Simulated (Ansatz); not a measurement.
Calculated with Ansatz (gas phase, PBE0-D4/def2-TZVP geometries, no zero-point term in ΔE). CCSD(T)/CBS adds triple-zeta CCSD(T) − MP2 to the extrapolated MP2 energy (def2 sets, frozen cores). Functionals use def2-TZVPP. B3LYP here is the variant with VWN-RPA as its local correlation; programs differ in this. def2 core potentials past Kr. For Te outer-core shells are correlated without core-valence functions, which leaves a few kJ/mol of doubt a bond. Each species was taken in one conformer, which may not be the lowest.

Consider the formal exchange of groups at the Si–C bond: `N[SiH2]C(F)[TeH]` + `C=NC(F)OC` → `C=NC(F)[SiH2]N` + `COC(F)[TeH]`.

```tsv
level	ΔE (kcal/mol)	difference from CCSD(T)/CBS
PBE-D4	2.0	-2.5
r2SCAN-D4	2.6	-1.9
PBE0-D4	3.5	-1.0
B3LYP-D4	2.4	-2.1
ωB97X-V	3.3	-1.2
ωB97M-V	3.6	-0.9
B2PLYP	2.9	-1.6
PBE	1.7	-2.8
r2SCAN	2.6	-1.9
PBE0	3.2	-1.3
B3LYP	1.8	-2.7
HF/def2-TZVPP	5.1	0.6
MP2/def2-TZVPP	4.6	0.1
SCS-MP2/def2-TZVPP	4.3	-0.2
CCSD/def2-TZVPP	4.5	0.0
CCSD(T)/def2-TZVPP	4.3	-0.2
HF/def2-QZVPP	5.1	0.6
MP2/def2-QZVPP	4.7	0.2
SCS-MP2/def2-QZVPP	4.4	-0.1
HF/CBS(def2)	5.1	0.6
MP2/CBS(def2)	4.8	0.3
CCSD/CBS(def2)	4.7	0.2
CCSD(T)/CBS	4.5	0
```

Largest T1 diagnostic among the species: 0.013.

From PBE to PBE0 (25 % exact exchange), in def2-TZVPP and without D4, ΔE moves by +1.6 kcal/mol.
